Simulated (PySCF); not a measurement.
**Gas-phase thermal properties of WOCl4**

Energies from PySCF (xtb for GFN2), thermal terms from the rigid-rotor harmonic-oscillator model, ideal gas at 1 bar. All species are closed-shell singlets. W: scalar-relativistic def2 core potential, no spin-orbit coupling. The harmonic model lacks anharmonicity and excited electronic states, which grow with temperature; levels with a mode under 35 cm⁻¹ are left out. Soft modes under 120 cm⁻¹ make the harmonic entropy rough for WOCl4.

| level | point group | σ | ZPE (kJ/mol) | S°298 (J/mol/K) | Cp298 (J/mol/K) | S°1000 (J/mol/K) | H1000 − H298 (kJ/mol) |
|---|---|---|---|---|---|---|---|
| GFN2-xTB | C4v | 4 | 18.2 | 407.1 | 119.6 | 560.9 | 89.9 |
| PBE/def2-SVP | C4v | 4 | 22.0 | 394.5 | 115.1 | 545.5 | 88.6 |
| PBE0/def2-TZVP | C4v | 4 | 23.1 | 389.9 | 114.0 | 540.2 | 88.2 |
σ: rotational symmetry number. Electronic degeneracy used: 1. Frequencies are unscaled.
